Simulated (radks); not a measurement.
Results of a calculation; reference values are marked as such.
Spherical quantum dot in the effective-mass picture: electrons in a hard-walled sphere of radius 3.19, with a point charge +1 (a donor) at the centre, all in effective atomic units (hartree* = m*/eps^2 hartree, bohr* = eps/m* bohr), one dielectric constant everywhere. Level of theory: non-relativistic Kohn-Sham, exchange-only LDA, spin-polarised, spherical densities (a radial shooting solver with Libxc functionals). Levels are named by radial order and angular momentum (1s, 1p, 1d, 2s, ...), and open shells are averaged over m. Each electron was tried in the lowest free levels, single moves between levels near the top were tried too, and the lowest total energy was kept; such a search can miss a lower state. At N = 1 the Hartree and exchange-correlation terms need not cancel, so that row can carry a self-interaction error.

| N | open shells | 2S | mu = E(N) - E(N-1) (hartree*) | addition energy mu(N+1) - mu(N) (hartree*) | e(HOMO) (hartree*) | rms radius (bohr*) |
|---|---|---|---|---|---|---|
| 1 | 1s(up 1, down 0) | 1 | -0.38818 | 0.7007 | -0.12213 | 1.352 |
| 2 | none | 0 | 0.31252 | 1.071 | 0.53095 | 1.488 |
| 3 | 1p(up 1, down 0) | 1 | 1.3834 | 0.3951 | 1.5770 | 1.691 |
| 4 | 1p(up 2, down 0) | 2 | 1.7784 | 0.4082 | 1.9816 | 1.795 |
| 5 | 1p(up 3, down 0) | 3 | 2.1866 | 0.5633 | 2.3922 | 1.863 |
| 6 | 1p(up 3, down 1) | 2 | 2.7499 | 0.3763 | 2.9340 | 1.916 |
| 7 | 1p(up 3, down 2) | 1 | 3.1262 | 0.3911 | 3.3204 | 1.957 |
| 8 | none | 0 | 3.5172 | 0.9509 | 3.7148 | 1.990 |
| 9 | 1d(up 1, down 0) | 1 | 4.4681 | 0.3790 | 4.6570 | 2.029 |
| 10 | 1d(up 2, down 0) | 2 | 4.8472 | 0.3819 | 5.0378 | 2.062 |
| 11 | 1d(up 3, down 0) | 3 | 5.2290 | 0.3835 | 5.4206 | 2.089 |
| 12 | 1d(up 4, down 0) | 4 | 5.6125 | 0.3843 | 5.8046 | 2.112 |
| 13 | 1d(up 5, down 0) | 5 | 5.9968 | 0.5186 | 6.1891 | 2.133 |
| 14 | 1d(up 5, down 1) | 4 | 6.5154 | 0.3708 | 6.7001 | 2.152 |
| 15 | 1d(up 5, down 2) | 3 | 6.8862 | 0.3740 | 7.0728 | 2.169 |
| 16 | 1d(up 5, down 3) | 2 | 7.2601 | 0.3759 | 7.4478 | 2.184 |
| 17 | 1d(up 5, down 4) | 1 | 7.6360 | 0.3771 | 7.8244 | 2.198 |
| 18 | none | 0 | 8.0132 | 0.7128 | 8.2020 | 2.211 |
| 19 | 2s(up 1, down 0) | 1 | 8.7260 | 0.6581 | 8.9814 | 2.204 |
| 20 | none | 0 | 9.3841 | 0.4439 | 9.6366 | 2.194 |
| 21 | 1f(up 1, down 0) | 1 | 9.8280 | 0.3495 | 10.038 | 2.208 |
| 22 | 2s(up 1, down 0) 1f(up 3, down 0) | 4 | 10.178 | 0.3604 | 10.352 | 2.243 |
| 23 | 2s(up 1, down 0) 1f(up 4, down 0) | 5 | 10.538 | 0.3713 | 10.724 | 2.254 |
| 24 | 2s(up 1, down 0) 1f(up 5, down 0) | 6 | 10.909 | 0.3715 | 11.095 | 2.265 |
| 25 | 2s(up 1, down 0) 1f(up 6, down 0) | 7 | 11.281 | 0.3716 | 11.466 | 2.275 |
| 26 | 2s(up 1, down 0) 1f(up 7, down 0) | 8 | 11.652 | 0.4964 | 11.838 | 2.284 |
| 27 | 2s(up 1, down 0) 1f(up 7, down 1) | 7 | 12.149 | 0.3647 | 12.331 | 2.293 |
| 28 | 2s(up 1, down 0) 1f(up 7, down 2) | 6 | 12.513 | 0.3655 | 12.696 | 2.301 |
| 29 | 2s(up 1, down 0) 1f(up 7, down 3) | 5 | 12.879 | 0.3662 | 13.062 | 2.309 |
| 30 | 2s(up 1, down 0) 1f(up 7, down 4) | 4 | 13.245 | 0.3666 | 13.428 | 2.316 |
| 31 | 2s(up 1, down 0) 1f(up 7, down 5) | 3 | 13.612 | 0.3670 | 13.795 | 2.323 |
| 32 | 2s(up 1, down 0) 1f(up 7, down 6) | 2 | 13.979 | 0.3672 | 14.162 | 2.330 |
| 33 | 2s(up 1, down 0) | 1 | 14.346 | - | 14.530 | 2.337 |

All shells are closed at N = 2, 8, 18, 20 (there: 1s2 1p6 1d10 2s2); the second difference of the energy has clear peaks (12 % above both neighbours; the first and last values, which can be the largest, are not judged, and half-filled shells can peak too) at N = 2, 5, 8, 13, 26.
